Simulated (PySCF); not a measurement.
B3LYP on P⁺ (phosphorus, charge +1), [Ne] 3s1 3p2 3d1, one real determinant (an excited configuration). All numbers are calculated (PySCF 2.14, scalar relativity by spin-free X2C-1e, in x2c-QZVPPall with one added diffuse shell each of s, p, d, f type (10s7p5d3f1g, 86 functions)).

```
cycle= 1 E= -341.093387475012  delta_E= -0.00939  |g|= 0.012  |ddm|= 0.156
cycle= 2 E= -341.094382920169  delta_E= -0.000995  |g|= 0.00687  |ddm|= 0.122
cycle= 3 E= -341.095109355328  delta_E= -0.000726  |g|= 0.00617  |ddm|= 0.0973
cycle= 4 E= -341.095700923398  delta_E= -0.000592  |g|= 0.00591  |ddm|= 0.0899
cycle= 5 E= -341.097220448896  delta_E= -0.00152  |g|= 0.00418  |ddm|= 0.425
cycle= 6 E= -341.097044890477  delta_E= 0.000176  |g|= 0.00264  |ddm|= 0.121
cycle= 7 E= -341.097249660766  delta_E= -0.000205  |g|= 0.000952  |ddm|= 0.205
cycle= 8 E= -341.097254232941  delta_E= -4.57e-06  |g|= 0.000514  |ddm|= 0.0147
cycle= 9 E= -341.097255628077  delta_E= -1.4e-06  |g|= 1.84e-05  |ddm|= 0.0127
cycle= 10 E= -341.097255632022  delta_E= -3.94e-09  |g|= 3.74e-06  |ddm|= 0.000676
cycle= 11 E= -341.097255632086  delta_E= -6.36e-11  |g|= 1.06e-06  |ddm|= 6.43e-05
converged SCF energy = -341.097255632086  <S^2> = 6.0000162  2S+1 = 5.0000065
```

Highest occupied orbital energy: -7.327 eV; ⟨L²⟩ = 6.10; populations by l: s 5.32, p 8.00, d 0.68, f 0.00.

Problem. Can this result be used?

Solution. Not for this state. The calculation finished and met its thresholds. ⟨L²⟩ = 6.10 against 12 for a pure F term, so this real determinant mixes terms. The outer electron is Rydberg-like, and this basis confines it to a smaller radius and binds it less than a complete one would. The s, p, d and f populations moved away from the nominal configuration during the SCF.
